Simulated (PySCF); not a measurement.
## Spinor energies of Bi²⁺ (bismuth, charge +2)

Start: [Xe] 4f14 5d10 6s2 6p1; 6p1/2 filled at m_j = +1/2. Calculated with PySCF 2.14 in x2c-TZVPall-2c (11s11p9d3f, 110 functions): generalised Hartree-Fock with the X2C-1e Hamiltonian and a Gaussian nucleus; one run each with spin-orbit coupling (SO) switched off, then screened by Boettger's factors.

```csv
spinor shell,electrons,"ε, spin-free (eV)","ε, screened SO (eV)",weight of nominal j (screened SO),"rms radius, screened SO (bohr)"
1s1/2,2,-91069.7,-91027.4,1.000,0.0178
2s1/2,2,-16538.9,-16525.2,1.000,0.0718
2p1/2,2,-14172.3,-15853.5,1.000,0.0606
2p3/2,4,-14172.3,-13529.0,1.000,0.0691
3s1/2,2,-4080.1,-4075.2,1.000,0.183
3p1/2,2,-3393.8,-3772.6,1.000,0.175
3p3/2,4,-3393.8,-3245.0,1.000,0.192
3d3/2,4,-2690.4,-2754.8,1.000,0.168
3d5/2,6,-2690.4,-2643.3,1.000,0.172
4s1/2,2,-990.24,-988.35,1.000,0.401
4p1/2,2,-761.60,-855.68,1.000,0.404
4p3/2,4,-761.60,-723.80,1.000,0.438
4d3/2,4,-493.76,-507.84,1.000,0.446
4d5/2,6,-493.76,-482.54,1.000,0.457
4f5/2,6,-197.51,-199.49,1.000,0.479
5s1/2,2,-199.59,-198.81,1.000,0.890
4f7/2,8,-197.51,-194.04,1.000,0.480
5p1/2,2,-132.83,-150.63,1.000,0.952
5p3/2,4,-132.83,-125.11,1.000,1.04
5d3/2,4,-53.468,-54.995,1.000,1.29
5d5/2,6,-53.468,-51.533,1.000,1.33
6s1/2,2,-34.205,-33.949,0.998,2.25
6p1/2,1,-23.329,-25.288,1.000,2.63
```

| quantity | spin-free | screened SO |
| --- | --- | --- |
| E (hartree) | -21512.94102 | -21554.16922 |
| M_J | 1/2 | 1/2 |
| ⟨J²⟩ | 1.238 | 0.758 |
| ⟨L²⟩ | 2.022 | 2.216 |
| ⟨S²⟩ | 0.757 | 0.953 |

Each row is a mean over spinors that exchange with the open shell spreads, by up to 0.738 eV (6s1/2).

Breit and QED terms are absent; they matter most for the inner s and p1/2 levels.

Densities and radii are taken from the X2C orbitals without a picture-change correction, which distorts them close to the nucleus.

Without spin-orbit coupling the j labels of p, d and f shells carry no meaning; the spin-free column gives the mean over the occupied spinors of each nl shell, and its ⟨J²⟩ belongs to a mixture of degenerate components.
